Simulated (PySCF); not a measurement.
Pb(OH)(NH2) (H3NOPb), SMILES [NH2][Pb][OH] (connectivity only; charge and spin as stated), neutral, multiplicity 1.

Coordinates come from a B3LYP-D3(BJ)/def2-TZVP optimisation. The def2 effective core potentials stand for the cores of Pb; spin–orbit coupling is left out. The values are those of a single conformer.

Calculation: TDDFT-B3LYP/def2-SVPD in PySCF.

Vertical excitations. The molecule is in vacuum. State labels are in the subgroup Cs.

Computed excitation energies, oscillator strengths and character:
```
state  symmetry  energy (eV)  λ (nm)      f                              main pairs
-----  --------  -----------  ------  -----  --------------------------------------
S1           A'         4.29     289  0.051                          HOMO→LUMO 95 %
S2           A"         4.69     264  0.030                        HOMO−1→LUMO 94 %
S3           A'         5.18     239  0.016                        HOMO−2→LUMO 91 %
S4           A"         5.25     236  0.012                        HOMO→LUMO+1 97 %
S5           A"         5.33     233  0.021                        HOMO−3→LUMO 92 %
S6           A"         5.66     219  0.019                        HOMO→LUMO+2 98 %
S7           A"         6.20     200  0.006                        HOMO→LUMO+3 97 %
S8           A"         6.34     196  0.022                      HOMO−2→LUMO+1 94 %
S9           A'         6.59     188  0.230                      HOMO−1→LUMO+1 80 %
S10          A'         6.86     181  0.127  HOMO−1→LUMO+2 63 %, HOMO−3→LUMO+1 22 %
T1           A'         3.18     389      0                          HOMO→LUMO 98 %
T2           A"         4.03     308      0                        HOMO−1→LUMO 96 %
T3           A'         4.41     281      0                        HOMO−2→LUMO 98 %
T4           A"         4.94     251      0                        HOMO−3→LUMO 80 %
```
Triplets are in the Tamm–Dancoff approximation, which puts them higher than full response would, so one can lie above its singlet here.
